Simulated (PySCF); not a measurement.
# Computed properties of Sn(SH)2 (H2S2Sn), SMILES [SH][Sn][SH]

H2S2Sn, SMILES [SH][Sn][SH] (connectivity only; charge and spin as stated), neutral, multiplicity 1. Geometry: B3LYP-D3(BJ)/def2-SVP. The def2 effective core potentials stand for the cores of Sn; spin–orbit coupling is left out. One conformer was computed; it need not be the lowest. All values are computed for the isolated molecule unless a solvent is named; none is compared with measurement here.

**Structure.** The optimised structure has C2v symmetry. All 9 harmonic modes at B3LYP-D3(BJ)/def2-SVP (PySCF) are real, so it is a minimum. With heavy atoms numbered as in [Sn:1]([SH:2])[SH:4], the shortest bond between them is Sn1–S2 at 2.474 Å and the longest Sn1–S4 at 2.474 Å.

**Vibrations.** The strongest infrared lines (harmonic, unscaled, degenerate partners summed) lie at 326 cm⁻¹ (51 km/mol, S 76 %, Sn 23 %), 333 cm⁻¹ (23 km/mol, S 76 %, Sn 21 %), 334 cm⁻¹ (22 km/mol, H 99 %). The softest mode is at 110 cm⁻¹ and the zero-point energy is 11.4 kcal/mol.

**Electronic structure.** CAM-B3LYP/def2-TZVPD (PySCF) places the frontier levels at -8.35 and -1.75 eV, a gap of 6.60 eV, and gives a dipole moment of 3.35 D and a mean polarisability of 92.9 bohr³.

**Excitations.** TDDFT-PBE0/def2-SVPD (PySCF) has S1 at 3.49 eV (355 nm, f = 0.017, weak); the most intense of the 10 singlets computed lies at 5.58 eV (f = 0.32). T1 (TDA) is at 2.62 eV. No vertical singlet excitation falls in the visible range (under 3.1 eV).
